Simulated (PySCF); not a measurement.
Point-charge models of `C/C=P/N([SiH3])[SiH3]` against its computed dipole.

Coordinates (GFN2-xTB, Å) and charges (e) from the PBE0/pcSseg-1 density (PySCF):

```
atom       x       y       z  Mulliken      IAO  Hirshfeld  ESP-fitted
  C1   3.067   0.259   0.239   -0.2163  -0.4134    -0.1202     -0.3352
  C2   1.577   0.278   0.339   -0.5503  -0.4303    -0.1144     -0.0214
  P3   0.613  -0.863  -0.419   +0.5070  +0.5033    +0.1396     -0.1308
  N4  -0.995  -0.373  -0.081   -1.0330  -0.9532    -0.2997     -0.2927
 Si5  -2.138  -1.658   0.247   +0.6547  +0.7369    +0.3416     +0.5005
 Si6  -1.489   1.294   0.069   +0.6254  +0.7194    +0.3413     +0.5068
  H7   3.405  -0.582  -0.361   +0.1150  +0.1464    +0.0416     +0.1334
  H8   3.517   0.184   1.230   +0.1305  +0.1541    +0.0472     +0.1044
  H9   3.435   1.181  -0.216   +0.1303  +0.1530    +0.0461     +0.1082
 H10   1.146   1.082   0.922   +0.1581  +0.1443    +0.0370     +0.0932
 H11  -3.350  -1.382  -0.522   -0.0908  -0.1321    -0.0766     -0.1126
 H12  -2.428  -1.658   1.683   -0.0904  -0.1386    -0.0805     -0.1219
 H13  -1.491  -2.900  -0.165   -0.0904  -0.1122    -0.0736     -0.0864
 H14  -2.869   1.353  -0.403   -0.0878  -0.1233    -0.0749     -0.1193
 H15  -0.593   2.075  -0.779   -0.0810  -0.1145    -0.0748     -0.0974
 H16  -1.414   1.718   1.471   -0.0809  -0.1399    -0.0800     -0.1288
```

Question: What dipole does each set of charges give (1 e·Å = 4.803 D), and what does the density give?

Answer: The full density gives (0.00, 0.75, 0.49) D, 0.89 D in size; dipole vectors point from the negative to the positive end.

```csv
scheme,μx,μy,μz,size (D),share of the full size (%),angle to the full dipole (°)
Mulliken,0.14,-0.69,-0.17,0.72,81,158
IAO,-0.19,-1.07,-0.59,1.24,139,170
Hirshfeld,0.19,-0.28,-0.19,0.39,43,151
ESP-fitted,0.04,0.71,0.46,0.85,95,3
```

Question: Which set comes closest?

Answer: Length of the difference vector: ESP-fitted 0.06 D, Hirshfeld 1.25 D, Mulliken 1.59 D, IAO 2.12 D. Closest: ESP-fitted. The schemes that divide the density aren't constrained to reproduce the dipole.

Question: What is left for the Hirshfeld atoms' own dipoles?

Answer: The shares of the density sum to the whole, so what Σ q r misses lies in dipoles about the nuclei. The atomic dipoles sum to (0.00, 0.75, 0.49) − (0.19, -0.28, -0.19) = (-0.19, 1.03, 0.68) D, 1.25 D in size.

Question: With the origin at the mean of the coordinates, (0.000, 0.001, 0.204) Å, which are the largest single terms, by size, of the Mulliken dipole along the direction of the full one?

Answer: Si5 -4.26, Si6 +3.05, P3 -2.60, N4 +2.30, H13 +1.14 D; all 16 atoms together -0.67 D. The single terms depend on the origin, their sum doesn't.

Question: Give the size of the full dipole in other units.

Answer: 0.89 D = 0.351 au = 0.186 e·Å = 2.98 × 10⁻³⁰ C·m.

One conformer (not necessarily the lowest) at the GFN2-xTB geometry, without solvent, vibrations or thermal averaging.

The values belong to the conformer `[CH3:1]/[CH:2]=[P:3]/[N:4]([SiH3:5])[SiH3:6]`: C2–P3–N4–Si5 -141°.
